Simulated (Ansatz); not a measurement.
Cost and result for the atomization energy of F₂ISn (`[F][Sn]([F])[I]`) radical (4 atoms, 3 bonds).

Cartesian coordinates in Å:
```
F -1.1531 -1.0679 0.9893
Sn 0.4473 -0.4137 0.1626
F 0.0868 -0.7772 -1.6842
I 0.6191 2.2588 0.5324
```

Total charge 0; spin multiplicity 2. Correlated methods include outer-core shells of I, Sn, which these sets cover unevenly. Sn, I: def2 effective core potential. Geometry: relaxed with PBE0-D4/def2-TZVP. Program: Ansatz. All runs use 4 threads of an Intel Xeon Platinum 8488C on a shared host. Times are those of one run each, without the atoms' runs, and a repeat can differ threefold. Electronic energies, without spin–orbit coupling; frozen cores. CCSD(T)/CBS adds CCSD(T) − MP2 in def2-TZVPP to the MP2 limit, and its time is that of the two runs behind it. T1 = 0.016; ⟨S²⟩ of the reference is 0.77. With those shells the extrapolation isn't a true limit. B3LYP takes the VWN-RPA correlation (the form of Gaussian; ORCA's B3LYP/G).

CCSD(T)/CBS is a level of theory with its own doubt, some kJ/mol a heavy atom from the limit and from the frozen cores, so smaller differences don't rank the functionals.

```tsv
level	functions	wall time
BLYP-D4/def2-TZVPP	162	1.7 s
revPBE-D4/def2-TZVPP	162	1.8 s
BHLYP-D4/def2-TZVPP	162	2.4 s
B3LYP-D4/def2-TZVPP (with forces)	162	2.6 s
r2SCAN-D4/def2-TZVPP (with forces)	162	3.5 s
r2SCANh-D4/def2-TZVPP	162	4 s
B97M-V/def2-TZVPP	162	4.8 s
ωB97X-V/def2-TZVPP	162	7 s
ωB97M-V/def2-TZVPP (with forces)	162	7.5 s
CCSD(T)/def2-SVP	80	9.5 s
MP2/def2-QZVPP	278	12 s
CCSD(T)/def2-TZVPP	162	2.9 min
CCSD(T)/CBS(def2)	–	3.1 min
```

Problem. What atomization energy does each give, and how far from CCSD(T)/CBS? (Best estimate.)

Solution. The calculation gave: 
| level | atomization (kJ/mol) | difference from CCSD(T)/CBS | per bond |
| --- | --- | --- | --- |
| BLYP-D4/def2-TZVPP | 1118.9 | 5.7 | 1.9 |
| revPBE-D4/def2-TZVPP | 1097.2 | -16.0 | -5.3 |
| BHLYP-D4/def2-TZVPP | 998.7 | -114.5 | -38.1 |
| B3LYP-D4/def2-TZVPP (with forces) | 1079.2 | -34.0 | -11.3 |
| r2SCAN-D4/def2-TZVPP (with forces) | 1111.6 | -1.6 | -0.5 |
| r2SCANh-D4/def2-TZVPP | 1083.9 | -29.3 | -9.8 |
| B97M-V/def2-TZVPP | 1111.4 | -1.8 | -0.6 |
| ωB97X-V/def2-TZVPP | 1096.0 | -17.2 | -5.7 |
| ωB97M-V/def2-TZVPP (with forces) | 1074.6 | -38.6 | -12.9 |
| CCSD(T)/def2-SVP | 951.3 | -161.9 | -54.0 |
| MP2/def2-QZVPP | 1148.4 | 35.2 | 11.7 |
| CCSD(T)/def2-TZVPP | 1039.4 | -73.8 | -24.6 |
| CCSD(T)/CBS(def2) | 1113.2 | 0.0 | 0.0 |

From PBE to PBE0 (25 % exact exchange), in def2-TZVPP and without D4, the atomization energy moves by −73.2 kJ/mol: exact exchange takes away binding that semilocal exchange gives to molecules. In def2-TZVPP, CCSD(T) changes the Hartree–Fock value by +362.0 kJ/mol (the triples alone add +37.8 kJ/mol) and MP2 by +424.3 kJ/mol; breaking electron pairs costs correlation energy, which Hartree–Fock lacks. At CCSD(T), def2-SVP lies −161.9 kJ/mol from the extrapolated value and def2-TZVPP −73.8 kJ/mol: correlation converges slowly with the basis, and small sets miss more of it in the bonded molecule than in its fragments.

Spin–orbit coupling would lower the free I, Sn atoms strongly, and the atomization energy with them, by more than many differences here. For some Ge, Se and Sn compounds the MP2-based and the directly extrapolated limit differ by 10 to 25 kJ/mol.
